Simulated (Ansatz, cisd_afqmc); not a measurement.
Species: HgCl, charge 1, singlet. HgCl+ (SMILES [Hg+][Cl]).
B3LYP-D3(BJ)/def2-TZVP minimum from Ansatz (a quantum-chemistry and plane-wave program):
```xyz
2

Hg     0.0000     0.0000    -0.3980
Cl     0.0000     0.0000     1.8728
```
Charge +1, spin multiplicity 1.

Total energies in def2-SVP, 18 correlated electrons, 9 frozen orbitals. Radicals and triplets start from unrestricted determinants; spin-orbit coupling is neglected. Correlated methods leave the cores frozen (noble-gas shells, and filled d and f shells in the p block). Past Kr the def2 sets carry scalar-relativistic core potentials. AFQMC is phaseless with a CISD trial state; ± is one standard error, without the phaseless bias. Outlying blocks are dropped, and bars are widened where a walk drifts. Over all cases where full CI ran beside it in this data, AFQMC minus full CI had a median of +0.1 mEh and passed +0.4 mEh in a tenth of the cases. The T1 diagnostic of ClHg+ ([Cl][Hg+], singlet) reaches 0.028 in the sets run. The spin of ClHg+ ([Cl][Hg+], singlet) was assumed, and the state is the lowest solution found for it.

```csv
method,program,energy (Eh),minus CCSDTQ (mEh)
HF,Ansatz,-611.56753,406.83
MP2,Ansatz,-611.96156,12.80
CCSD,Ansatz,-611.96426,10.10
CCSD(T),Ansatz,-611.97343,0.93
CCSDT(Q),Ansatz,-611.97451,-0.15
CCSDTQ,Ansatz,-611.97436,0.00
AFQMC/CISD,cisd_afqmc,-611.9742 ± 0.0004,0.2 ± 0.4
```

Rough core times of Ansatz's runs on a shared machine: CCSD(T) under 20 s, CCSDT(Q) 50 s, CCSDTQ 60 min.
